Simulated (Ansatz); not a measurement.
Consider the hydrogenolysis of the Si–C bond: `B[SiH]([GeH3])C=O` + H₂ → `B[SiH2][GeH3]` + `C=O`.

Calculated with Ansatz (gas phase, PBE0-D4/def2-TZVP geometries, no zero-point term in ΔE). CBS: MP2 limit from def2 TZ/QZ plus the TZ coupled-cluster correction, frozen cores. This one scheme is used for every species. Functionals use def2-TZVPP. B3LYP here is the variant with VWN-RPA as its local correlation; programs differ in this. For Ge outer-core shells are correlated without core-valence functions, which leaves a few kJ/mol of doubt a bond. Scalar relativity is left out up to krypton. Each species was taken in one conformer, which may not be the lowest.

```tsv
level	ΔE (kJ/mol)	difference from CCSD(T)/CBS
PBE-D4	-18.3	15.5
r2SCAN-D4	-22.8	11.0
PBE0-D4	-30.4	3.4
B3LYP-D4	-29.8	4.0
ωB97X-V	-37.0	-3.2
ωB97M-V	-34.2	-0.4
B2PLYP	-37.6	-3.8
PBE	-24.3	9.5
r2SCAN	-24.6	9.2
PBE0	-35.7	-1.9
B3LYP	-39.3	-5.5
HF/def2-TZVPP	-66.1	-32.3
MP2/def2-TZVPP	-33.1	0.7
SCS-MP2/def2-TZVPP	-39.8	-6.0
CCSD/def2-TZVPP	-44.3	-10.5
CCSD(T)/def2-TZVPP	-37.4	-3.6
HF/def2-QZVPP	-65.9	-32.1
MP2/def2-QZVPP	-31.0	2.8
SCS-MP2/def2-QZVPP	-37.8	-4.0
HF/CBS(def2)	-65.9	-32.1
MP2/CBS(def2)	-29.5	4.3
CCSD/CBS(def2)	-40.7	-6.9
CCSD(T)/CBS	-33.8	0
```

Largest T1 diagnostic among the species: 0.015.

From PBE to PBE0 (25 % exact exchange), in def2-TZVPP and without D4, ΔE moves by −11.5 kJ/mol. The D4 term adds +9.5 kJ/mol with B3LYP and +5.4 kJ/mol with PBE0; it sums over pairs of atoms, weighted by their polarisabilities, and B3LYP, whose exchange is more repulsive, gets the larger term.
